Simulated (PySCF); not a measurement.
Gas-phase reaction: InCl₂ + HCl = InCl₃ + H

Computed with PySCF and rigid-rotor harmonic-oscillator thermochemistry at 1 bar. † marks an energy on the PBE0/def2-TZVP geometry and frequencies; other levels use their own. MP2 and CCSD(T) freeze the core. Open shells (unrestricted): InCl₂ (multiplicity 2), H (multiplicity 2); the rest are closed-shell singlets. B3LYP is the form with VWN-RPA correlation. In: scalar-relativistic def2 core potential, no spin-orbit coupling. InCl₂: computed as isolated molecules; such fragments, hydroxides, amides, oligomers or adducts are transient or little studied in the gas. MP2 isn't extrapolated to the basis-set limit. CCSD(T) isn't extrapolated to the basis-set limit.

| level | ΔH°(298 K), kJ |
|---|---|
| B3LYP/def2-TZVP† | [?] |
| CCSD(T)/def2-TZVPP† | 70 |
| MP2/def2-SVP† | [?] |
| PBE/def2-SVP | 78 |
| PBE0/def2-QZVP† | [?] |
| LDA/def2-TZVP† | 84 |
| ωB97X-V/def2-TZVP† | 59 |

Q: Some entries are withheld; supply them.

A: 
- B3LYP/def2-TZVP†, ΔH°(298 K), kJ: 96
- MP2/def2-SVP†, ΔH°(298 K), kJ: 40
- PBE0/def2-QZVP†, ΔH°(298 K), kJ: 76
